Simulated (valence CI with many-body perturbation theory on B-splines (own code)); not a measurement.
Values are calculated unless marked as measured or tabulated.
# Basis-set convergence for Ir³⁶⁺

Level of theory: relativistic CI+MBPT: five valence electrons over a frozen Dirac-Fock core [Kr], a basis of 7 s, 7 p, 8 d, 6 f, 4 g, 1 h functions for each j, with the one-electron correlation potential Σ1, the two-electron term Σ2, the three-electron term Σ3, Breit, model QED; selected CI, second order for the rest, scaled by the run's own slope (own B-spline code, finite nucleus).

No measured spectrum was set against this ion. As an estimate, large intervals hold to a few tenths of a per cent, small ones and those within an open d or f shell to about a per cent. Among the levels kept, up to 390 cm⁻¹ of a level comes from second order outside the variational space, and about a tenth of that is noise between levels of different J, which matters for small intervals. Only levels of the ground parity were solved; by the run's estimate the other parity begins above the list, which can be wrong where configurations are misplaced.

The reference run has the lowest level (4d3/2^4 4d5/2) J=5/2 and an ionisation energy of 1604.29 eV. Its largest variational space holds 19994 state functions.

Levels are named by their leading jj configuration (3d3/2^4 stands for four electrons in 3d with j = 3/2), which in mixed levels can hold well under half, so a name can repeat and another be missing. Letters in brackets count levels of one name in rising energy.

Changed runs:
A. basis 6 s, 6 p, 5 d, 5 f, 1 g
B. basis 5 s, 5 p, 4 d, 4 f

Excitation energies of the reference run in cm⁻¹, and shifts in cm⁻¹:

| Level | Reference | A | B |
| --- | --- | --- | --- |
| (4d3/2^3 4d5/2^2) J=5/2 [a] | 134178 | -248 | -566 |
| (4d3/2^3 4d5/2^2) J=7/2 [a] | 173590 | -81 | +297 |
| (4d3/2^3 4d5/2^2) J=3/2 [a] | 178063 | -58 | +270 |
| (4d3/2^3 4d5/2^2) J=11/2 | 181860 | +1.1 | +290 |
| (4d3/2^3 4d5/2^2) J=9/2 | 195441 | -40 | +619 |
| (4d3/2^3 4d5/2^2) J=5/2 [b] | 204933 | -28 | +857 |
| (4d3/2^3 4d5/2^2) J=1/2 | 213384 | -17 | +819 |
| (4d3/2^3 4d5/2^2) J=7/2 [b] | 220350 | +55 | +1115 |
| (4d3/2^3 4d5/2^2) J=3/2 [b] | 269812 | +157 | +1383 |
| (4d3/2^2 4d5/2^3) J=5/2 [a] | 306187 | -218 | -309 |
| (4d3/2^2 4d5/2^3) J=7/2 [a] | 332451 | -207 | +161 |
| (4d3/2^2 4d5/2^3) J=11/2 | 337913 | -116 | +107 |
| Ionisation energy (eV) | 1604.29 | -0.08 | -0.20 |
